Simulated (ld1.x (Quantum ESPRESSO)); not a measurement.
Pseudopotential generation for Ga: ultrasoft, Wu–Cohen, scalar-relativistic.

ld1.x (Quantum ESPRESSO) 7.5 input, shortened:

```
&input
   title='Ga', zed=31., rel=1, dft='WC', iswitch=3,
   config='[Ar] 3d10 4s1 4p2'
 /
 &inputp
   pseudotype=3, tm=.true., lloc=-1, rcloc=2.00,
   nlcc=.true., new_core_ps=.true., rcore=2.00,
   which_augfun='PSQ', rmatch_augfun=1.70
 /
4
4S  1  0   1.00   0.00  1.50  2.05  0.0
4S  1  0   0.00   1.85  1.50  2.05  0.0
4P  2  1   2.00   0.00  2.20  2.35  0.0
4P  2  1   0.00   0.35  2.20  2.35  0.0
 &test
   configts(1)='4s1 4p2'
 /
```

All-electron outer shells of the reference configuration (Wu–Cohen, scalar-relativistic, ld1.x):

```json
{"shell": "3p", "level (eV)": "-100.67", "outermost node (bohr)": "0.24", "outermost maximum (bohr)": "0.56"}
{"shell": "3d", "level (eV)": "-21.03", "outermost node (bohr)": "–", "outermost maximum (bohr)": "0.53"}
{"shell": "4s", "level (eV)": "-10.08", "outermost node (bohr)": "0.81", "outermost maximum (bohr)": "1.87"}
{"shell": "4p", "level (eV)": "-3.35", "outermost node (bohr)": "0.87", "outermost maximum (bohr)": "2.44"}
```

Problem. Estimate the cutoffs (Ry, on a coarse ladder) from which the occupation-weighted sum of valence levels, in a spherical-Bessel basis at the reference potential, stays within 10 and 1 mRy of its value at 400 Ry.

Solution. 6 Ry and 10 Ry.

Problem. What does a ghost test show?

Solution. No extra level below or beside the all-electron valence levels (s, p, d, f tested).

Problem. Is the overlap operator S = 1 + Σ q|β⟩⟨β| positive definite (Bessel basis up to 400 Ry)?

Solution. Yes: its lowest eigenvalue is 0.42 (s channel).

Problem. Which valence shell sets the plane-wave cutoff?

Solution. 4p: its level needs 8 Ry to come within 1 mRy, against 6 Ry for 4s.

Problem. Tests: 4s2 4p1; 4s2 4p0; 4s1 4p0; 4s2 4p1.3; 4s2 4p0.5; 4s1 4p1; 4s0 4p3. Which has the largest error in its energy relative to the reference configuration, and how large is it?

Solution. 4s1 4p0, with -111 meV (all-electron minus pseudo) on +20.28 eV.
